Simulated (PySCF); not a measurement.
H₅OSi₂, charge +1, multiplicity 1. Atoms are numbered in the order given.

```xyz
8

Si     1.5829    -0.3972     0.2573
O      0.1163     0.1198     0.1334
Si    -1.5618     0.3352    -0.2974
H      2.0026    -1.5904    -0.5155
H      2.4933     0.3459     1.1569
H     -1.5876     1.6861    -0.9067
H     -1.8694    -0.7650    -1.2435
H     -2.2648     0.2329     1.0033
```
Charge +1, spin multiplicity 1.

Geometry optimised at PBE-D3(BJ)/def2-TZVP. The multiplicity is an assumed one; other spin states were not compared. The isomer is the one that the SMILES or the coordinates give; other isomers of the formula were not compared.

All values below come from PBE/def2-TZVPD in PySCF.

Mulliken values depend strongly on the basis, most of all with diffuse functions as here. Atomic charges (e):

```tsv
atom	IAO	Mulliken
Si1	1.21	0.32
O2	-0.74	0.13
Si3	0.81	0.14
H4	-0.04	0.13
H5	-0.03	0.13
H6	-0.07	0.05
H7	-0.08	0.04
H8	-0.07	0.05
```
